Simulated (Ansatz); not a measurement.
`[CH3][AlH][O][SiH2]C` and `C[SiH2]O` differ in one atom or group.

Ansatz, PBE0-D4/def2-TZVP geometries, multiplicity 1. Each molecule was computed in one conformer, which needn't be the lowest.

```
                               property  `[CH3][AlH][O][SiH2]C`
     HOMO energy (PBE0/def2-TZVPP) / eV                   -7.83
    LUMO energy (B3LYP/def2-TZVPP) / eV                   -0.86
    HOMO–LUMO gap (PBE/def2-TZVPP) / eV                    5.11
  LUMO energy (ωB97M-V/def2-TZVPP) / eV                    0.91
HOMO–LUMO gap (ωB97M-V/def2-TZVPP) / eV                   10.98
  HOMO energy (ωB97M-V/def2-TZVPP) / eV                  -10.07
```

**Question.** Give the same properties after the change, and the shifts. (Best estimate.)

**Answer.** Ansatz gave: 
```csv
property,`C[SiH2]O`,shift
HOMO energy (PBE0/def2-TZVPP) / eV,-8.42,-0.59
LUMO energy (B3LYP/def2-TZVPP) / eV,0.16,1.02
HOMO–LUMO gap (PBE/def2-TZVPP) / eV,6.55,1.44
LUMO energy (ωB97M-V/def2-TZVPP) / eV,2.02,1.11
HOMO–LUMO gap (ωB97M-V/def2-TZVPP) / eV,12.75,1.77
HOMO energy (ωB97M-V/def2-TZVPP) / eV,-10.73,-0.66
```

With PBE0 the HOMO falls by 0.59 eV and the LUMO rises by 1.11 eV, so the gap widens by about 1.70 eV. PBE moves the HOMO by -0.42 eV and ωB97M-V by -0.66 eV.

B3LYP here is the variant with VWN-RPA as its local correlation; programs differ in this.
